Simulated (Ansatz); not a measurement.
Calculated with Ansatz (gas phase, PBE0-D4/def2-TZVP geometries, no zero-point term in ΔE). CCSD(T)/CBS is the MP2 limit (def2-TZVPP, def2-QZVPP) plus CCSD(T) − MP2 in def2-TZVPP, frozen cores. This one scheme is used for every species. DFT in def2-TZVPP. B3LYP here is the variant with VWN-RPA as its local correlation; programs differ in this. One conformer a species, not always the lowest.

`CO[SiH2]S[SiH2]O` + H₂ → `CO[SiH2]S[SiH3]` + H₂O  (hydrogenolysis of the Si–O bond)

(1) Is it downhill or uphill in electronic energy at CCSD(T)/CBS, and by how much? (Estimate.)

(2) What do these levels give: r2SCAN-D4, B2PLYP, PBE, r2SCAN, PBE0, B3LYP, HF/def2-TZVPP, MP2/def2-TZVPP, SCS-MP2/def2-TZVPP, CCSD/def2-TZVPP, HF/def2-QZVPP, HF/CBS(def2)? (Best estimate.)

Largest T1 diagnostic among the species: 0.012.

Answers

(1) Computed: Uphill: ΔE = +20.4 kcal/mol.

(2) Computed: r2SCAN-D4 22.3, B2PLYP 20.6, PBE 18.8, r2SCAN 22.0, PBE0 18.3, B3LYP 19.2, HF/def2-TZVPP 17.2, MP2/def2-TZVPP 22.2, SCS-MP2/def2-TZVPP 21.1, CCSD/def2-TZVPP 19.5, HF/def2-QZVPP 17.1, HF/CBS(def2) 17.1 kcal/mol.

In def2-TZVPP, CCSD(T) changes the Hartree–Fock value by +3.3 kcal/mol (the triples alone add +1.0 kcal/mol) and MP2 by +5.1 kcal/mol. The D4 term adds +2.2 kcal/mol with B3LYP and +1.2 kcal/mol with PBE0; it sums over pairs of atoms, weighted by their polarisabilities, and B3LYP, whose exchange is more repulsive, gets the larger term.
